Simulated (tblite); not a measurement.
HCl3Ge (SMILES [Cl][GeH]([Cl])[Cl]), singlet, at a GFN2-xTB geometry; tblite with GFN1-xTB.

tblite was given this input:
```
$ tblite run mol.xyz --method gfn1 --charge 0 --spin 0 --spin-polarized --json tblite.json --no-restart

# file mol.xyz
5

Ge    -0.02977891    -0.00209901     0.41684983
Cl    -0.20148143     1.97371341    -0.30550782
Cl     1.83642666    -0.79169952    -0.17384882
Cl    -1.57075463    -1.17748931    -0.41919355
H     -0.13831524    -0.00974937     1.93615862
```

The log (banner, timings and long lists left out):

```
xTB calculator
 | screened Coulomb repulsion
 | Coulomb electrostatics
 |  * isotropic Klopman-Ohno-Mataga-Nishimoto electrostatics
 |  * onsite third-order electrostatics
 | DFT-D3(BJ) dispersion correction
 | Interactions (1)
 | [1] spin polarization

halogen bonding energy    0.0000000000000E+00 Eh
repulsion energy          2.6093354584487E-02 Eh
dispersion energy        -2.3955104604220E-03 Eh
interaction energy        0.0000000000000E+00 Eh
number of electrons       2.6000000000000E+01 e
integral cutoff           4.0000000000000E+01 bohr

------------------------------------------------------------
  cycle        total energy    energy error   density error
------------------------------------------------------------
      1     -14.92020846836  -1.4943906E+01   2.8850114E-01
      2     -14.85571447279   6.4493996E-02   2.5594255E-01
      3     -15.05540098844  -1.9968652E-01   1.3677235E-01
      4     -15.12153047191  -6.6129483E-02   1.7250788E-02
      5     -15.12326089260  -1.7304207E-03   5.1751245E-03
      6     -15.12335162059  -9.0727993E-05   1.3541186E-03
      7     -15.12336133661  -9.7160170E-06   4.6532953E-04
      8     -15.12336197541  -6.3880014E-07   3.1701788E-04
      9     -15.12336256312  -5.8770982E-07   2.0186436E-06
------------------------------------------------------------

electronic energy        -1.5147060407241E+01 Eh
total energy             -1.5123362563117E+01 Eh

Post processing:
 | Mayer-Wiberg bond orders

[Info] JSON dump of results written to 'tblite.json'
```
